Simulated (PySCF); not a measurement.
C3H8Si2, SMILES C#C[Si@@H](C)[SiH3]. Geometry: PBE-D3(BJ)/def2-SVP. The structure was generated by enumeration; whether it is a known compound was not checked.

Computed equilibrium geometry at PBE-D3(BJ)/def2-SVP (PySCF confirms it by a frequency run) as a Z-matrix:
```
Si
H 1 1.5070
C 1 1.8429 2 108.19
C 3 1.2297 2 150.00 1 -177.31
H 4 1.0823 2 158.93 1 -178.29
C 1 1.8919 2 110.21 3 -120.74
H 6 1.1080 1 110.51 2 179.83
H 6 1.1084 7 108.40 1 121.20
H 6 1.1087 7 108.51 8 117.68
Si 1 2.3559 2 109.45 3 116.45
H 10 1.5050 1 110.98 2 -58.55
H 10 1.5065 11 108.79 1 120.81
H 10 1.5079 11 108.59 12 117.63
```
Charge 0, spin multiplicity 1.
